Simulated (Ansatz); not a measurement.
A geometry relaxed with PBE0-D3(BJ)/def2-TZVP (Ansatz, a first-principles code), charge 0, multiplicity 1:

```xyz
11

C      1.4933     0.1684     0.2812
C      2.7781     0.2436     0.1044
H     -2.1736    -1.5305    -1.1031
H      3.3436    -0.5839    -0.3154
O     -0.7337     0.4990    -0.3847
Si    -2.2384    -0.1814    -0.4846
H     -2.8207    -0.3087     0.8789
C      0.2119     0.0943     0.5116
H      3.3346     1.1404     0.3641
H     -3.0417     0.7358    -1.3210
H     -0.1534    -0.2771     1.4687
```

**Question.** Write the SMILES of this molecule.

**Answer.** `C=C=CO[SiH3]`
